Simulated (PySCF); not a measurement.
## How methods differ on the excitation energy of Pb⁺

Pb⁺ [Xe] 4f14 5d10 6s2 6p1 (2P) → Pb⁺ [Xe] 4f14 5d10 6s1 6p2 (4P), as a difference of total energies. Computed with PySCF 2.14 in ANO-RCC-VTZP, with scalar relativity by spin-free X2C-1e. Correlated levels: valence: [Xe] 4f14 5d10 frozen; valence and next inner shell: [Kr] 4d10 4f14 frozen. The calculations carry no spin-orbit coupling.

| method | excitation energy (cm⁻¹) |
| --- | --- |
| UHF | 48774 |
| LDA | 67419 |
| PBE | 65392 |
| PBE0 | 62208 |
| r2SCAN | 62044 |
| revPBE | 64654 |
| PBEsol | 65209 |
| BLYP | 67671 |
| MP2 (valence) | 53329 |
| SCS-MP2 (valence) | 55028 |
| MP2 (valence and next inner shell) | 63016 |
| SCS-MP2 (valence and next inner shell) | 63287 |

Spin-orbit coupling is strong in these open shells (close to jj coupling). The scalar numbers leave it out and a first-order estimate fails, so it can dominate the gap to the real levels.
